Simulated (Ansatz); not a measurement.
One change: `Cc1ccc(-c2ccccc2)cc1` becomes `c1ccc(-c2ccccc2)cc1`.

Ansatz, PBE0-D4/def2-TZVP geometries, multiplicity 1. Each molecule was computed in one conformer, which needn't be the lowest.

| property | `Cc1ccc(-c2ccccc2)cc1` |
| --- | --- |
| HOMO–LUMO gap (ωB97M-V/def2-TZVPP) / eV | 9.44 |
| size of the dipole moment (PBE/def2-TZVPP) / D | 0.56 |
| LUMO energy (B3LYP/def2-TZVPP) / eV | -0.98 |
| HOMO–LUMO gap (PBE0/def2-TZVPP) / eV | 5.57 |
| HOMO–LUMO gap (PBE/def2-TZVPP) / eV | 3.87 |
| HOMO energy (PBE0/def2-TZVPP) / eV | -6.39 |

(1) Give the same properties after the change, and the shifts. (Best estimate.)

Answers

(1) Ansatz gave: 
```json
{"property": "HOMO–LUMO gap (ωB97M-V/def2-TZVPP) / eV", "`c1ccc(-c2ccccc2)cc1`": "9.57", "shift": "0.13"}
{"property": "size of the dipole moment (PBE/def2-TZVPP) / D", "`c1ccc(-c2ccccc2)cc1`": "0.00", "shift": "-0.56"}
{"property": "LUMO energy (B3LYP/def2-TZVPP) / eV", "`c1ccc(-c2ccccc2)cc1`": "-1.07", "shift": "-0.09"}
{"property": "HOMO–LUMO gap (PBE0/def2-TZVPP) / eV", "`c1ccc(-c2ccccc2)cc1`": "5.68", "shift": "0.11"}
{"property": "HOMO–LUMO gap (PBE/def2-TZVPP) / eV", "`c1ccc(-c2ccccc2)cc1`": "3.97", "shift": "0.10"}
{"property": "HOMO energy (PBE0/def2-TZVPP) / eV", "`c1ccc(-c2ccccc2)cc1`": "-6.59", "shift": "-0.20"}
```

With PBE0 the HOMO falls by 0.20 eV and the LUMO falls by 0.08 eV, so the gap widens by about 0.12 eV. PBE moves the HOMO by -0.19 eV and ωB97M-V by -0.21 eV.

Positive LUMOs are unbound, so they and the gaps depend on the basis.

B3LYP here is the variant with VWN-RPA as its local correlation; programs differ in this.
